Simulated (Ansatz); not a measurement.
Ansatz (a first-principles code) input (B3LYP-D3(BJ)/def2-TZVP):

Ansatz 0.2 input:
```yaml
crystal:
  periodic: [false, false, false]
  atoms:
    - {symbol: C, position_ang: [-1.90210376, -0.12868891, -0.09716108]}
    - {symbol: C, position_ang: [-0.64421110, -0.16066583, -0.01285043]}
    - {symbol: C, position_ang: [0.62481021, 0.10996871, 0.02031917]}
    - {symbol: O, position_ang: [1.78485631, 0.23330429, 0.07189210]}
    - {symbol: H, position_ang: [-2.74982253, -0.79011814, -0.03698276]}
basis:
  gaussian:
    orbitals: def2-TZVP
hamiltonian:
  xc: b3lyp
  dispersion: d3bj
magnetization: {spin_polarized: true, initial_magnetization: 1}
phonons: {temperatures: {t_min: 298.15, t_max: 298.15, t_step: 100}}
```

Output:

```
Functional definition: B3LYP
integrals: 0.03 GiB planned
735 factors; their error is unknown
mean field: 0.46 GiB planned
mean field evaluation 1: about -5167.5242 eV, gradient 3.4e1 eV
mean field evaluation 2: about -5165.3553 eV, gradient 4.1e1 eV
mean field evaluation 4: about -5172.3452 eV, gradient 5.0e0 eV
mean field evaluation 8: about -5172.4811 eV, gradient 1.6e-1 eV
mean field evaluation 16: about -5172.4924 eV, gradient 1.2e-3 eV
mean field -5172.49242797 eV, -190.0855906867 hartree, gradient 2.3e-5 eV, S^2 0.763260; 1 other end points of the search recorded, 0 dependent functions left out
the calculation of the forces begins
reference -5172.49264140 eV, -190.0855985301 hartree; 14, 13 occupied and 116, 117 virtual orbitals, 735 factors
these checks for a lower state are left out or cut short: stability, starts, cluster_reference, orbital_swaps, neighbouring_geometries, increment
integrals: 0.03 GiB planned
735 factors; their error is unknown
mean field: 0.46 GiB planned
mean field evaluation 32: about -5172.4922 eV, gradient 2.4e-1 eV
mean field -5172.49237701 eV, -190.0855888137 hartree, gradient 3.0e-6 eV, S^2 0.763253; 0 other end points of the search recorded, 0 dependent functions left out
the calculation of the forces begins
reference -5172.49259050 eV, -190.0855966593 hartree; 14, 13 occupied and 116, 117 virtual orbitals, 735 factors
these checks for a lower state are left out or cut short: stability, starts, cluster_reference, orbital_swaps, neighbouring_geometries, increment
integrals: 0.03 GiB planned
735 factors; their error is unknown
mean field: 0.46 GiB planned
mean field -5172.49238241 eV, -190.0855890122 hartree, gradient 3.0e-6 eV, S^2 0.763268; 0 other end points of the search recorded, 0 dependent functions left out
the calculation of the forces begins
reference -5172.49259578 eV, -190.0855968535 hartree; 14, 13 occupied and 116, 117 virtual orbitals, 735 factors
these checks for a lower state are left out or cut short: stability, starts, cluster_reference, orbital_swaps, neighbouring_geometries, increment
integrals: 0.03 GiB planned
735 factors; their error is unknown
mean field: 0.46 GiB planned
mean field -5172.49225691 eV, -190.0855844001 hartree, gradient 1.3e-6 eV, S^2 0.763228; 0 other end points of the search recorded, 0 dependent functions left out
the calculation of the forces begins
reference -5172.49247032 eV, -190.0855922430 hartree; 14, 13 occupied and 116, 117 virtual orbitals, 735 factors
these checks for a lower state are left out or cut short: stability, starts, cluster_reference, orbital_swaps, neighbouring_geometries, increment
integrals: 0.03 GiB planned
735 factors; their error is unknown
mean field: 0.46 GiB planned
mean field -5172.49230146 eV, -190.0855860374 hartree, gradient 1.3e-6 eV, S^2 0.763293; 0 other end points of the search recorded, 0 dependent functions left out
the calculation of the forces begins
reference -5172.49251491 eV, -190.0855938814 hartree; 14, 13 occupied and 116, 117 virtual orbitals, 735 factors
these checks for a lower state are left out or cut short: stability, starts, cluster_reference, orbital_swaps, neighbouring_geometries, increment
integrals: 0.03 GiB planned
735 factors; their error is unknown
mean field: 0.46 GiB planned
mean field evaluation 64: about -5172.4924 eV, gradient 3.3e-3 eV
mean field -5172.49241372 eV, -190.0855901628 hartree, gradient 2.6e-6 eV, S^2 0.763243; 0 other end points of the search recorded, 0 dependent functions left out
the calculation of the forces begins
reference -5172.49262717 eV, -190.0855980070 hartree; 14, 13 occupied and 116, 117 virtual orbitals, 735 factors
these checks for a lower state are left out or cut short: stability, starts, cluster_reference, orbital_swaps, neighbouring_geometries, increment
integrals: 0.03 GiB planned
735 factors; their error is unknown
mean field: 0.46 GiB planned
mean field -5172.49241573 eV, -190.0855902369 hartree, gradient 1.9e-6 eV, S^2 0.763278; 0 other end points of the search recorded, 0 dependent functions left out
the calculation of the forces begins
reference -5172.49262915 eV, -190.0855980797 hartree; 14, 13 occupied and 116, 117 virtual orbitals, 735 factors
these checks for a lower state are left out or cut short: stability, starts, cluster_reference, orbital_swaps, neighbouring_geometries, increment
integrals: 0.03 GiB planned
735 factors; their error is unknown
mean field: 0.46 GiB planned
mean field -5172.49222500 eV, -190.0855832277 hartree, gradient 1.3e-6 eV, S^2 0.763260; 0 other end points of the search recorded, 0 dependent functions left out
the calculation of the forces begins
reference -5172.49243842 eV, -190.0855910707 hartree; 14, 13 occupied and 116, 117 virtual orbitals, 735 factors
these checks for a lower state are left out or cut short: stability, starts, cluster_reference, orbital_swaps, neighbouring_geometries, increment
integrals: 0.03 GiB planned
735 factors; their error is unknown
mean field: 0.46 GiB planned
mean field -5172.49223838 eV, -190.0855837193 hartree, gradient 1.3e-6 eV, S^2 0.763261; 0 other end points of the search recorded, 0 dependent functions left out
the calculation of the forces begins
reference -5172.49245182 eV, -190.0855915631 hartree; 14, 13 occupied and 116, 117 virtual orbitals, 735 factors
these checks for a lower state are left out or cut short: stability, starts, cluster_reference, orbital_swaps, neighbouring_geometries, increment
integrals: 0.03 GiB planned
735 factors; their error is unknown
mean field: 0.46 GiB planned
mean field evaluation 96: about -5172.4924 eV, gradient 2.1e-6 eV
mean field -5172.49241599 eV, -190.0855902463 hartree, gradient 2.1e-6 eV, S^2 0.763285; 0 other end points of the search recorded, 0 dependent functions left out
the calculation of the forces begins
reference -5172.49262940 eV, -190.0855980892 hartree; 14, 13 occupied and 116, 117 virtual orbitals, 735 factors
these checks for a lower state are left out or cut short: stability, starts, cluster_reference, orbital_swaps, neighbouring_geometries, increment
integrals: 0.03 GiB planned
735 factors; their error is unknown
mean field: 0.46 GiB planned
mean field -5172.49240895 eV, -190.0855899878 hartree, gradient 2.3e-6 eV, S^2 0.763237; 0 other end points of the search recorded, 0 dependent functions left out
the calculation of the forces begins
reference -5172.49262240 eV, -190.0855978317 hartree; 14, 13 occupied and 116, 117 virtual orbitals, 735 factors
these checks for a lower state are left out or cut short: stability, starts, cluster_reference, orbital_swaps, neighbouring_geometries, increment
integrals: 0.03 GiB planned
735 factors; their error is unknown
mean field: 0.46 GiB planned
mean field -5172.49219514 eV, -190.0855821301 hartree, gradient 3.0e-6 eV, S^2 0.763247; 0 other end points of the search recorded, 0 dependent functions left out
the calculation of the forces begins
reference -5172.49240860 eV, -190.0855899747 hartree; 14, 13 occupied and 116, 117 virtual orbitals, 735 factors
these checks for a lower state are left out or cut short: stability, starts, cluster_reference, orbital_swaps, neighbouring_geometries, increment
integrals: 0.03 GiB planned
735 factors; their error is unknown
mean field: 0.46 GiB planned
mean field -5172.49215789 eV, -190.0855807614 hartree, gradient 1.2e-6 eV, S^2 0.763274; 0 other end points of the search recorded, 0 dependent functions left out
the calculation of the forces begins
reference -5172.49237129 eV, -190.0855886037 hartree; 14, 13 occupied and 116, 117 virtual orbitals, 735 factors
these checks for a lower state are left out or cut short: stability, starts, cluster_reference, orbital_swaps, neighbouring_geometries, increment
integrals: 0.03 GiB planned
735 factors; their error is unknown
mean field: 0.46 GiB planned
mean field -5172.49242452 eV, -190.0855905597 hartree, gradient 2.7e-6 eV, S^2 0.763257; 0 other end points of the search recorded, 0 dependent functions left out
the calculation of the forces begins
reference -5172.49263794 eV, -190.0855984029 hartree; 14, 13 occupied and 116, 117 virtual orbitals, 735 factors
these checks for a lower state are left out or cut short: stability, starts, cluster_reference, orbital_swaps, neighbouring_geometries, increment
integrals: 0.03 GiB planned
735 factors; their error is unknown
mean field: 0.46 GiB planned
mean field evaluation 128: about -5172.4792 eV, gradient 2.6e-1 eV
mean field -5172.49241649 eV, -190.0855902647 hartree, gradient 1.9e-6 eV, S^2 0.763264; 0 other end points of the search recorded, 0 dependent functions left out
the calculation of the forces begins
reference -5172.49262993 eV, -190.0855981083 hartree; 14, 13 occupied and 116, 117 virtual orbitals, 735 factors
these checks for a lower state are left out or cut short: stability, starts, cluster_reference, orbital_swaps, neighbouring_geometries, increment
integrals: 0.03 GiB planned
735 factors; their error is unknown
mean field: 0.46 GiB planned
mean field -5172.49229494 eV, -190.0855857979 hartree, gradient 2.7e-6 eV, S^2 0.763310; 0 other end points of the search recorded, 0 dependent functions left out
the calculation of the forces begins
reference -5172.49250837 eV, -190.0855936412 hartree; 14, 13 occupied and 116, 117 virtual orbitals, 735 factors
these checks for a lower state are left out or cut short: stability, starts, cluster_reference, orbital_swaps, neighbouring_geometries, increment
integrals: 0.03 GiB planned
735 factors; their error is unknown
mean field: 0.46 GiB planned
mean field -5172.49225310 eV, -190.0855842604 hartree, gradient 2.6e-6 eV, S^2 0.763211; 0 other end points of the search recorded, 0 dependent functions left out
the calculation of the forces begins
reference -5172.49246654 eV, -190.0855921039 hartree; 14, 13 occupied and 116, 117 virtual orbitals, 735 factors
these checks for a lower state are left out or cut short: stability, starts, cluster_reference, orbital_swaps, neighbouring_geometries, increment
integrals: 0.03 GiB planned
735 factors; their error is unknown
mean field: 0.46 GiB planned
mean field -5172.49238203 eV, -190.0855889985 hartree, gradient 2.9e-6 eV, S^2 0.763265; 0 other end points of the search recorded, 0 dependent functions left out
the calculation of the forces begins
reference -5172.49259541 eV, -190.0855968398 hartree; 14, 13 occupied and 116, 117 virtual orbitals, 735 factors
these checks for a lower state are left out or cut short: stability, starts, cluster_reference, orbital_swaps, neighbouring_geometries, increment
integrals: 0.03 GiB planned
735 factors; their error is unknown
mean field: 0.46 GiB planned
mean field evaluation 160: about -5172.4922 eV, gradient 2.4e-1 eV
mean field -5172.49238961 eV, -190.0855892771 hartree, gradient 1.7e-6 eV, S^2 0.763256; 0 other end points of the search recorded, 0 dependent functions left out
the calculation of the forces begins
reference -5172.49260310 eV, -190.0855971226 hartree; 14, 13 occupied and 116, 117 virtual orbitals, 735 factors
these checks for a lower state are left out or cut short: stability, starts, cluster_reference, orbital_swaps, neighbouring_geometries, increment
integrals: 0.03 GiB planned
735 factors; their error is unknown
mean field: 0.46 GiB planned
mean field -5172.49237940 eV, -190.0855889016 hartree, gradient 1.2e-6 eV, S^2 0.763258; 0 other end points of the search recorded, 0 dependent functions left out
the calculation of the forces begins
reference -5172.49259282 eV, -190.0855967449 hartree; 14, 13 occupied and 116, 117 virtual orbitals, 735 factors
these checks for a lower state are left out or cut short: stability, starts, cluster_reference, orbital_swaps, neighbouring_geometries, increment
integrals: 0.03 GiB planned
735 factors; their error is unknown
mean field: 0.46 GiB planned
mean field -5172.49240073 eV, -190.0855896856 hartree, gradient 1.3e-6 eV, S^2 0.763263; 0 other end points of the search recorded, 0 dependent functions left out
the calculation of the forces begins
reference -5172.49261417 eV, -190.0855975292 hartree; 14, 13 occupied and 116, 117 virtual orbitals, 735 factors
Total energy: -5172.62049011 eV, -190.0902968833 hartree
Atom 0 at    -1.902104    -0.128689    -0.097161 Å, force     0.000081     0.000177    -0.000025 eV/Å
Atom 1 at    -0.644211    -0.160666    -0.012850 Å, force    -0.001571    -0.000283    -0.000050 eV/Å
Atom 2 at     0.624810     0.109969     0.020319 Å, force     0.001187    -0.000180     0.000105 eV/Å
Atom 3 at     1.784856     0.233304     0.071892 Å, force     0.000062     0.000276    -0.000043 eV/Å
Atom 4 at    -2.749823    -0.790118    -0.036983 Å, force     0.000241     0.000010     0.000013 eV/Å
Dipole moment:    -0.300876    -0.164283     0.009286 e Å
Vibrations: 228.64 243.01 303.41 642.85 668.23 967.46 1828.64 2259.34 3264.16 cm⁻¹, zero-point energy 0.645074 eV
```

It need not be the lowest isomer of its formula.
